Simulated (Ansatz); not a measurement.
Program: Ansatz. Geometries: PBE0-D4/def2-TZVP. ΔE: electronic, gas phase. CCSD(T)/CBS is the MP2 limit (def2-TZVPP, def2-QZVPP) plus CCSD(T) − MP2 in def2-TZVPP, frozen cores. This one scheme is used for every species. Functionals use def2-TZVPP. HSE06 is defined as in plane-wave codes. One conformer a species, not always the lowest.

Reaction (hydrogenolysis of a B–Si bond): `[SiH3][SiH2]BCl` + H₂ → `BCl` + `[SiH3][SiH3]`

```json
{"level": "HSE06-D4", "ΔE (kJ/mol)": "-24.7"}
{"level": "BHLYP-D4", "ΔE (kJ/mol)": "-39.9"}
{"level": "CAM-B3LYP", "ΔE (kJ/mol)": "-45.2"}
{"level": "SCS-MP2/def2-QZVPP", "ΔE (kJ/mol)": "-38.2"}
```

**Question.** What does CCSD(T)/CBS give? (Best estimate.)

**Answer.** The calculation gave: -30.5 kJ/mol. The listed levels differ from it by 5.8, -9.4, -14.7, -7.7 kJ/mol.

Largest T1 diagnostic among the species: 0.014.

From r2SCAN to r2SCAN0 (25 % exact exchange), in def2-TZVPP and without D4, ΔE moves by −6.1 kJ/mol. The D4 term adds +10.7 kJ/mol with B3LYP and +6.1 kJ/mol with PBE0; it sums over pairs of atoms, weighted by their polarisabilities, and B3LYP, whose exchange is more repulsive, gets the larger term.

B3LYP here is the variant with VWN-RPA as its local correlation; programs differ in this.
